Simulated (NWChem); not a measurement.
System: CH3OS, doublet; SMILES C[S]=O

Program: NWChem. Spin-unrestricted. In the optimisation the excess spin sits in a" (Cs, its own frame). The geometry was optimised at B3LYP/6-31G* (spherical d), spin-unrestricted. No stability test was run on the SCF state. Level: M05-2X/def2-SVP with SMD (1 M gas to 1 M solution), gas-phase geometry. Reactions with the solvent are ignored.

```csv
solvent,dielectric constant,solvation free energy (kcal/mol),cavity-dispersion-structure term (kcal/mol),dipole in solution (D)
water,78.4,-5.7,1.4,4.46
anisole,4.22,-4.6,-1.4,3.78
acetone,20.5,-5.7,-1.4,3.98
1-octanol,9.86,-5.2,0.6,4.24
"1,4-dioxane",2.21,-3.6,-1.4,3.60
chlorobenzene,5.70,-4.9,-1.4,3.84
```
